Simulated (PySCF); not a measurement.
Vertical excitations of a molecule CH7FN2Si from TDA-PBE/def2-SVPD (PySCF 2.14.0), as energy in eV (oscillator strength): 5.71 (0.009), 5.96 (0.001), 6.33 (0.038), 6.51 (0.014), 6.83 (0.042), 6.93 (0.050), 7.06 (0.023), 7.31 (0.020), 7.33 (0.019), 7.52 (0.007). Lowest triplet (TDA): 5.60 eV. The structure is a stationary point at r2SCAN-D4/def2-SVP. One conformer was computed; it need not be the lowest.

Q: Identify the compound among the candidates.
A. NC[Si@H](N)F
B. C[Si](N)(N)F
C. N[SiH](N)CF
D. CN[Si@H](N)F

A: D, CN[Si@H](N)F
